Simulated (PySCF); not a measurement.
Sb(Br)(Me)2 (C2H6BrSb), SMILES [CH3][Sb]([CH3])[Br]. Heavy atoms are numbered as in [Sb:1]([Br:2])([CH3:3])[CH3:7]. Hydrogens are named by the atom that carries them.

The structure is a stationary point at PBE0-D3(BJ)/def2-SVP. The structure was generated by enumeration; whether it is a known compound was not checked. The def2 effective core potentials stand for the cores of Sb; spin–orbit coupling is left out.

The numbers are results of PBE/def2-TZVP (PySCF), not measurements.

ESP charges are fitted to the potential on shells at 1.4 to 2.0 van der Waals radii. Atomic charges (e), one atom of each kind:

| atom | Mulliken | ESP fit |
|---|---|---|
| Sb1 | 0.62 | 0.23 |
| Br2 | -0.35 | -0.21 |
| C3 (CH3) | -0.56 | -0.46 |
| H on C3 | 0.15 | 0.15 |
